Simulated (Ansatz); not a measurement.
```yaml
crystal:
  periodic: [true, true, true]
  atoms:
    - {symbol: F, position_ang: [1.880915, -1.587570, 1.493928]}
    - {symbol: C, position_ang: [1.788739, -0.298002, 1.025607]}
    - {symbol: C, position_ang: [0.543263, -0.090405, 0.307305]}
    - {symbol: C, position_ang: [-0.478849, 0.098371, -0.287991]}
    - {symbol: C, position_ang: [-1.724954, 0.328069, -1.013457]}
    - {symbol: F, position_ang: [-2.787687, 0.161826, -0.222632]}
    - {symbol: F, position_ang: [-1.852364, -0.513539, -2.041884]}
    - {symbol: F, position_ang: [-1.770486, 1.572171, -1.498389]}
    - {symbol: H, position_ang: [1.846289, 0.385898, 1.878095]}
    - {symbol: H, position_ang: [2.638335, -0.107918, 0.362417]}
basis:
  gaussian: {orbitals: ANO-RCC-VTZP}
hamiltonian: {xc: {name: r2SCAN}}
accuracy: high
output: {forces: true}
```

```sh
$ ansatz run in.yaml --threads 4 --pin off --events-out ev --progress --plain --max-ram 11315MiB
```

It prints (some lines left out):

```
Error: YAML parse error: error: line 2 column 3: crystal: missing field `lattice` (a structure is typed as `lattice` and `atoms`, a molecule's as `atoms` in Å alone, or read from a run's directory, `checkpoint`)
 --> <input>:2:3
1 | crystal:
2 |   periodic: [true, true, true]
3 |   atoms:
4 |     - {symbol: F, position_ang: [1.880915, -1.587570, 1.493928]}
```

Q: What is wrong with this run?

A: The molecule is marked periodic without a cell. The input was rejected before any iteration.
